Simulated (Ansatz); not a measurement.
Question: Name a neutral molecule of B, C, N, O and H with HOMO energy (ωB97M-V/def2-TZVPP) between -9.85 and -9.55 eV and HOMO energy (PBE/def2-TZVPP) between -5.80 and -5.50 eV (Ansatz, PBE0-D4/def2-TZVP geometry).

Answer: `NB(O)CO` (-9.68 eV, -5.56 eV); `CC(=N)BO` (-9.63 eV, -5.74 eV); `NBOCN` (-9.61 eV, -5.66 eV); `NCB(O)O` (-9.68 eV, -5.79 eV). Other molecules can fit too; these were computed, each in one conformer that needn't be the lowest.
